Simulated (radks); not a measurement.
Valence configurations of the tungsten ion W+ (all share [Xe]). Calculated with a radial shooting solver on a logarithmic mesh with Libxc functionals: scalar-relativistic Kohn-Sham, r2SCAN, spin-polarised, spherical densities, finite nucleus; open shells are filled with parallel spins first (spin-orbit coupling, left out, can overturn this in heavy ions); meta-GGA in the generalised Kohn-Sham scheme; Fermi nuclear charge, rms radius 5.3658 fm. Energies are relative to 4f14 5d4 6s1; eigenvalues in eV for spin up.

valence,E (eV),moment (Bohr magnetons),e(4f),e(5d),e(6p),e(6s)
4f14 5d4 6s1,0.000,5,-40.874,-13.044,-,-13.361
4f13 5d4 6s1 6p1,38.849,7,-55.389,-17.828,-8.961,-15.847
4f14 5d3.5 6s1.5,1.656,4,-42.482,-13.888,-,-13.686
4f14 5d3.5 6s1 6p0.5,3.121,5,-43.116,-14.536,-7.996,-14.388
4f14 5d4 6p1,6.117,5,-42.388,-14.228,-7.971,-
4f13 5d3.5 6s1.5 6p1,42.075,6,-57.236,-18.818,-9.224,-16.244
4f14 5d3 6s1 6p1,6.554,5,-45.374,-15.991,-8.796,-15.352
4f13.5 5d4 6s1 6p0.5,18.029,6,-48.007,-15.394,-8.068,-14.619
4f14 5d3 6s2,2.874,3,-44.044,-14.664,-,-13.870
4f13 5d1.5 6s1.5 6p3,64.340,6,-66.986,-24.736,-12.037,-19.877

NIST lists [Xe] 4f14 5d4 6s1 as the ground configuration; this level of theory agrees among the configurations tried. The energies are those of spherical high-spin densities, not of single terms.
